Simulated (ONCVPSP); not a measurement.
# Building the ONCV potential for P (Z = 15) (PBE, scalar-relativistic).

* Element: phosphorus
* Generator: ONCVPSP 4.0.1
* Type: optimised norm-conserving Vanderbilt (ONCV)
* Functional: PBE
* Relativity: scalar-relativistic
* Frozen core: [Ne]
* Valence charge: 5
* Reference configuration: 3s2 3p2.5 (charge +0.5)
* Partial waves: 3s: rc 1.30 bohr, ncon 4, nbas 8, qcut 5 1/bohr, local; 3p: rc 1.30 bohr, ncon 3, nbas 6, qcut 7.5 1/bohr, 1 projector; d scattering state at 0.04 Ha: rc 1.90 bohr, ncon 4, nbas 7, qcut 5.1 1/bohr, 3 projectors, debl 3.7 Ha
* Local potential: the s channel
* Core correction: Teter function fitted to the true core (icmod 2), fcfact 0.25

All-electron outer shells of the reference configuration (PBE, scalar-relativistic, ld1.x):

| shell | level (eV) | outermost node (bohr) | outermost maximum (bohr) |
| --- | --- | --- | --- |
| 2s | -179.00 | 0.14 | 0.42 |
| 2p | -129.51 | – | 0.36 |
| 3s | -18.43 | 0.65 | 1.56 |
| 3p | -9.67 | 0.64 | 1.79 |

(1) Estimate the cutoffs (Ha) at which the residual kinetic energy of the hardest occupied pseudo-wave falls to 1 and 0.1 mHa per electron.

(2) Does the potential have ghost states?

(3) Tests: 3s2 3p3; 3s2 3p2; 3s2 3p1; 3s1 3p0. Which has the largest error in its energy relative to the reference configuration, and how large is it?

## Answers

(1) 17 Ha and 87 Ha. The cutoffs count occupied waves only; projector 2 of the d channel, the hardest unoccupied one, needs 58 Ha at the loose tolerance.

(2) No bound ghost flagged; no localised positive-energy state flagged.

(3) 3s1 3p0, with +217 meV (all-electron minus pseudo) on +106.85 eV.
